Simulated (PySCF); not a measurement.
Point-charge models of `O=C1CC[C@@H]1O[SiH2]C(F)F` against its computed dipole.

Coordinates (GFN2-xTB, Å) and charges (e) from the PBE0/pcSseg-1 density (PySCF):

```csv
atom,x,y,z,Mulliken,IAO,Hirshfeld,ESP-fitted
O1,1.019,-2.097,-0.697,-0.3258,-0.3745,-0.2190,-0.4799
C2,1.358,-0.960,-0.568,+0.2208,+0.3801,+0.1632,+0.5075
C3,2.682,-0.232,-0.544,-0.2355,-0.3417,-0.0769,-0.2714
C4,1.980,0.924,0.193,-0.1726,-0.2788,-0.0731,-0.1253
C5,0.607,0.301,-0.147,+0.0634,+0.0251,+0.0393,+0.3347
O6,-0.296,0.164,0.902,-0.6234,-0.6254,-0.2155,-0.4989
Si7,-1.708,-0.623,0.982,+0.8208,+0.9968,+0.3992,+0.5575
C8,-2.979,0.372,-0.111,+0.2248,+0.1563,+0.0531,+0.0075
F9,-2.493,0.512,-1.385,-0.3214,-0.3141,-0.1154,-0.1614
F10,-4.175,-0.266,-0.239,-0.3096,-0.3036,-0.1176,-0.1760
H11,3.482,-0.748,-0.019,+0.1560,+0.1675,+0.0579,+0.1141
H12,3.031,0.030,-1.542,+0.1568,+0.1678,+0.0588,+0.0905
H13,2.158,0.910,1.265,+0.1399,+0.1576,+0.0491,+0.0734
H14,2.151,1.924,-0.194,+0.1359,+0.1483,+0.0478,+0.0538
H15,0.131,0.781,-1.009,+0.1461,+0.1507,+0.0444,-0.0223
H16,-1.718,-1.987,0.479,-0.0661,-0.1213,-0.0646,-0.0531
H17,-2.032,-0.389,2.379,-0.1194,-0.1307,-0.0725,-0.0975
H18,-3.204,1.390,0.242,+0.1094,+0.1399,+0.0420,+0.1465
```

**Question.** What dipole does each set of charges give (1 e·Å = 4.803 D), and what does the density give?

**Answer.** The full density gives (2.41, 2.49, 1.06) D, 3.62 D in size; dipole vectors point from the negative to the positive end.

```json
{"scheme": "Mulliken", "μx": "4.21", "μy": "2.37", "μz": "1.90", "size (D)": "5.19", "share of the full size (%)": "143", "angle to the full dipole (°)": "16"}
{"scheme": "IAO", "μx": "2.62", "μy": "2.00", "μz": "2.40", "size (D)": "4.08", "share of the full size (%)": "113", "angle to the full dipole (°)": "21"}
{"scheme": "Hirshfeld", "μx": "1.88", "μy": "1.52", "μz": "0.89", "size (D)": "2.58", "share of the full size (%)": "71", "angle to the full dipole (°)": "7"}
{"scheme": "ESP-fitted", "μx": "2.40", "μy": "2.51", "μz": "1.08", "size (D)": "3.64", "share of the full size (%)": "100", "angle to the full dipole (°)": "0"}
```

**Question.** Which set comes closest?

**Answer.** Length of the difference vector: ESP-fitted 0.03 D, Hirshfeld 1.11 D, IAO 1.45 D, Mulliken 2.00 D. Closest: ESP-fitted. 

**Question.** What is left for the Hirshfeld atoms' own dipoles?

**Answer.** The Hirshfeld atoms' densities add up to the full density, so μ = Σ q r + Σ (atomic dipoles). The atomic dipoles sum to (2.41, 2.49, 1.06) − (1.88, 1.52, 0.89) = (0.53, 0.97, 0.17) D, 1.11 D in size.

**Question.** With the origin at the mean of the coordinates, (0.000, 0.000, -0.001) Å, which are the largest single terms, by size, of the IAO dipole along the direction of the full one?

**Answer.** Si7 -6.11, F10 +4.41, C4 -2.69, F9 +2.58, C3 -2.40 D; all 18 atoms together +3.82 D. The single terms depend on the origin, their sum doesn't.

**Question.** Give the size of the full dipole in other units.

**Answer.** 3.62 D = 1.425 au = 0.754 e·Å = 12.08 × 10⁻³⁰ C·m.

One conformer (not necessarily the lowest) at the GFN2-xTB geometry, without solvent, vibrations or thermal averaging.

Shape of the structure used: `[O:1]=[C:2]1[CH2:3][CH2:4][C@@H:5]1[O:6][SiH2:7][CH:8]([F:9])[F:10]`: C4–C5–O6–Si7 -170°, C5–O6–Si7–C8 -71°, O6–Si7–C8–F9 56°.
